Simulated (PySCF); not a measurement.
Input of a run (PBE0-D3(BJ)/def2-SVP geometry optimisation, gas phase (PySCF 2.14.0)), started from GFN2-xTB:
```
{"job": {"xc": "PBE0", "basis": "def2-SVP", "d3": "d3bj", "grid": 1, "shake": 0.01, "kind": "geom"}, "charge": 0, "multiplicity": 1}
C      2.306760     1.221140     0.118700
C      1.298240     0.553640     0.169110
Ge    -0.250590    -0.547900     0.303060
N     -1.584530    -0.169620    -0.755060
F      0.166530    -2.192070    -0.028070
F     -0.675100    -0.631840     1.997280
H      3.154870     1.852160     0.056460
H     -2.003600     0.758150    -0.716470
H     -2.354770    -0.860810    -0.751510
```

Output (energies in Eh, forces in Eh/bohr):
```
step   0  E = -2408.35980675  max force = 0.036647
step   1  E = -2408.36187723  max force = 0.017856
step   2  E = -2408.36259628  max force = 0.003129
step   3  E = -2408.36270409  max force = 0.001213
step   4  E = -2408.36275746  max force = 0.001131
step   5  E = -2408.36278514  max force = 0.000947
step   6  E = -2408.36280776  max force = 0.000596
step   7  E = -2408.36282297  max force = 0.000764
step   8  E = -2408.36283413  max force = 0.000771
step   9  E = -2408.36284373  max force = 0.000699
step  10  E = -2408.36285522  max force = 0.000491
step  11  E = -2408.36286788  max force = 0.000489
step  12  E = -2408.36287727  max force = 0.000380
optimisation converged
```

Task: Summarise the run.

Result: The energy falls by 0.084 eV over 13 energy and gradient evaluations, the largest force component goes from 0.0366 to 3.8e-04 Eh/bohr, and the atoms move by 0.157 Å rms after alignment. The bond that changes most is Ge3–N4 (ends: germanium bonded to C, 2 F and N; nitrogen bonded to Ge and 2 H), which lengthens by 0.042 Å. Bonds longer at the end by more than 0.005 Å: 2 of 8; shorter: 4. Among the angles that change most is C2–Ge3–N4, from 117.0° to 112.2°. Among the dihedrals that turn most is C2–Ge3–N4–H8, from -58° to -39°. The energy never rose by more than 1e-6 Eh on the way. The first step brought 67 % of the lowering.

Task: What are the final bond lengths?

Result: C1≡C2 1.214 Å, C2–Ge3 1.877 Å, Ge3–N4 1.786 Å, Ge3–F5 1.722 Å, Ge3–F6 1.730 Å, C1–H7 1.076 Å, N4–H8 1.015 Å, N4–H9 1.015 Å. Numbering counts from 1 in the input's order; the species is `C#[C][Ge]([NH2])([F])[F]`.

The run used 117 basis functions and 91 SCF cycles in all.

No PBE0-D3(BJ)/def2-SVP frequencies stand behind this structure, so it isn't proved a minimum. The numbers are those of one conformer.
